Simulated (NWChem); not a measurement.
GeCl$_{2}$, singlet; SMILES [Cl][Ge][Cl]

```xyz
3

Ge     0.0000     0.0000     0.7296
Cl    -1.7138     0.0000    -0.6819
Cl     1.7138     0.0000    -0.6819
```
Atoms are numbered in this order, from 1.

Computed with NWChem. Low-valent species are run as closed-shell singlets; no triplet was tried in these runs. All runs use the structure optimised with B3LYP/6-31G* (spherical d). B3LYP is NWChem's, with the RPA form of VWN correlation. Vzz is the largest principal value of the second derivative of the potential at the nucleus (NWChem prints the opposite sign); η is the asymmetry. Non-relativistic.

Predict the results for B3LYP/def2-SVP. Quantities: Vzz Ge1 (a.u.); η Ge1; Vzz Cl3 (a.u.); η Cl3.


```json
{
  "Vzz Ge1 (a.u.)": "2.225",
  "η Ge1": "0.60",
  "Vzz Cl3 (a.u.)": "1.502",
  "η Cl3": "0.69"
}
```
